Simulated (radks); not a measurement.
Question: Radial electron density D(r) = 4 pi r^2 rho(r) of an atom or ion with 60 electrons. All-electron calculation, Dirac Kohn-Sham, exchange-only LDA, spin-unpolarised, spherical densities, finite nucleus; Fermi nuclear charge, rms radius of each element as measured or else 0.836 A^(1/3) + 0.57 fm. Program: a radial shooting solver on a logarithmic mesh with Libxc functionals.

r (bohr),D(r) (e/bohr)
0.002772,16.19
0.00391,26.22
0.005471,39.79
0.007718,56.52
0.01089,72.26
0.01536,80.61
0.02166,77.68
0.03031,71.25
0.04276,78.28
0.06031,98.96
0.08508,100.4
0.12,79.61
0.1679,84.14
0.2369,85.08
0.3341,44.83
0.4713,37.02
0.6595,37.31
0.9303,17.89
1.312,9.616
1.851,5.187
2.611,1.699
3.654,0.7960
5.154,0.3510
7.27,0.08331
10.26,0.05362
14.47,0.03751
20.24,0.008800
28.55,0.0004841

What is the nuclear charge?

Answer: Z = 60. The innermost maximum, from 1s, lies near gamma/Z bohr with gamma = sqrt(1 - (Z/c)^2) = 0.899, here 0.015 bohr (found: 0.0165), and its height grows with Z. The density is that of neutral neodymium in [Kr] 4d10 4f4 5s2 5p5.5 6s2 7s0.5; the configuration itself is not fixed sharply by these data, and Z only to a few units. D(r) has 5 maxima, at r = 0.0165, 0.0731, 0.205, 0.567, 10.3 bohr, and minima at 0.0321, 0.135, 0.411, 9.62 bohr, inside which lie 2.02, 11.23, 29.12, 59.62 electrons.
